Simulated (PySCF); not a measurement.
MnI: from constants to spectrum

PBE0 constants of MnI, ⁷Σ⁺ (septet), unpaired electrons σ ↑↑, π ↑↑, δ ↑↑ (Mn x2c-TZVPPall, I x2c-TZVPPall; spin-free X2C with a Gaussian nucleus (PySCF 2.14); masses 54.9380 and 126.9045 u):

- ωe: 236.9 cm⁻¹
- ωexe: 0.579 cm⁻¹
- Be: 0.065397 cm⁻¹
- αe: 0.000234 cm⁻¹
- D (centrifugal): 1.99e-08 cm⁻¹
- De to Mn (3d5 4s2) + I: 2.77 eV

(1) Give the vibrational terms G(v) and spacings up to v = 6.

(2) How well does the Morse estimate ωe²/(4ωexe) reproduce De, and what is D0?

The metal atom is held in its measured ground configuration; semilocal functionals can put another filling of s and d lower by some tenths of an eV, and De to that atom would be smaller. These are scalar-relativistic numbers at best; spin–orbit coupling would shift them, the dissociation energy most. The state is the lowest single determinant that the PBE0 search found; with open d or f shells the true ground state can be another one.

## Answers

(1) G(v) = ωe(v+½) − ωexe(v+½)².

```
v  G(v) (cm⁻¹)  G(v) − G(v−1)  Bv (cm⁻¹)
0        118.3                   0.06528
1        354.0          235.7    0.06505
2        588.6          234.6    0.06481
3        822.1          233.4    0.06458
4       1054.3          232.3    0.06434
5       1285.4          231.1    0.06411
6       1515.4          230.0    0.06388
```

(2) It gives 3.00 eV, 108 % of the computed De. D0 = De − G(0) = 2.77 − 0.01 = 2.76 eV.
